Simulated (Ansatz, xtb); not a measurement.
**Relaxing a trial structure of CH7BN2O**

The starting geometry of this gas-phase singlet was built from a drawn formula by distance geometry and a force field; its bonds are those of `NCBON`.

```xyz
12

C    -0.5911    0.4871    0.9047
B     0.9966    0.7572    0.7338
N    -0.7579   -0.8007    1.6162
N     2.0122   -0.3469   -0.9081
O     1.5459    0.8901   -0.6128
H    -1.8034   -0.8722    1.8026
H    -0.5250   -1.5981    0.9728
H    -1.0305    1.3281    1.4288
H    -1.0555    0.4287   -0.0951
H     1.6567    0.9246    1.6729
H     2.9885   -0.2579   -1.1203
H     1.4863   -0.5825   -1.7781
```

Predict what becomes of its bonds when it is optimised with r2SCAN-D4/def2-SVP.

A new bond forms, giving a structure given below by its coordinates. Contacts that close: B2–N4 (2.22 → 1.60 Å).

The energy falls by 1.07 eV over 12 steps:

```json
{"step": "1", "E − E(last) (eV)": "1.074"}
{"step": "2", "E − E(last) (eV)": "0.687"}
{"step": "3", "E − E(last) (eV)": "0.575"}
{"step": "5", "E − E(last) (eV)": "0.209"}
{"step": "6", "E − E(last) (eV)": "0.144"}
{"step": "7", "E − E(last) (eV)": "0.011"}
{"step": "8", "E − E(last) (eV)": "0.002"}
{"step": "10", "E − E(last) (eV)": "0.000"}
{"step": "11", "E − E(last) (eV)": "0.000"}
{"step": "12", "E − E(last) (eV)": "0.000"}
```

Final geometry (Å):

```xyz
12

C    -0.4631    0.3649    0.7313
B     1.1007    0.5938    0.5581
N    -0.7753   -0.7463    1.6291
N     1.7470   -0.0805   -0.7350
O     1.5505    1.3291   -0.6403
H    -1.7837   -0.8778    1.7084
H    -0.4164   -1.6191    1.2412
H    -0.8604    1.2957    1.1816
H    -0.9496    0.3109   -0.2760
H     1.8480    0.5789    1.5155
H     2.7396   -0.3129   -0.8051
H     1.1854   -0.4793   -1.4911
```

From the same start GFN2-xTB reaches the same bonding as this run.

No frequencies were run, so the end isn't proven a minimum. Run with Ansatz 0.2.0, 32 s on 2 threads of Arm Neoverse V2, with other jobs on the host.
